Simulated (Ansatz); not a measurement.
Species: sum formula H5SiN2O (charge 0, doublet). It need not be the lowest isomer of its formula. SMILES: N[Si](O)N
Structure (B3LYP-D3(BJ)/def2-TZVP (Ansatz, a quantum-chemistry and plane-wave program) minimum search):
```xyz
9

N     -0.8198    -1.1948     0.7906
Si     0.0672     0.1991     0.3257
N      1.3859    -0.3835    -0.6052
O     -0.6305     1.2907    -0.7229
H     -1.4337    -1.1924     1.5876
H     -1.0516    -1.9204     0.1261
H      1.8919     0.2432    -1.2112
H      1.9721    -1.1189    -0.2442
H     -1.2380     1.9237    -0.3321
```
Charge 0, spin multiplicity 2.

Quantity: atomisation energy (electronic, to ground-state atoms); the coupled-cluster value holds the core correlation from cc-pwCVTZ, in kcal/mol. Valence correlation only, unless marked. Open shells are spin-unrestricted. No spin-orbit coupling. No relativistic terms. Basis-set limits of correlation are two-point, X^-3; Hartree-Fock from the larger set.

Level to compare with: CCSD(T)/CBS(cc-pV(T+d)Z,cc-pV(Q+d)Z) plus the core term (Ansatz), 765.4 kcal/mol. It is a level with limits of its own, and the differences hold the functionals' basis error too.

### Question
Rank these functionals by how close they come to CCSD(T)/CBS(cc-pV(T+d)Z,cc-pV(Q+d)Z), closest first: wB97X-V/def2-TZVPD (Ansatz); r2SCANh/def2-TZVPD (Ansatz); B97M-V/def2-TZVPD (Ansatz).

### Answer
wB97X-V/def2-TZVPD (range-separated hybrid with VV10, 764.5 kcal/mol, difference -0.9), B97M-V/def2-TZVPD (meta-GGA with VV10, 759.4 kcal/mol, difference -6.0), r2SCANh/def2-TZVPD (hybrid meta-GGA, 752.2 kcal/mol, difference -13.2)
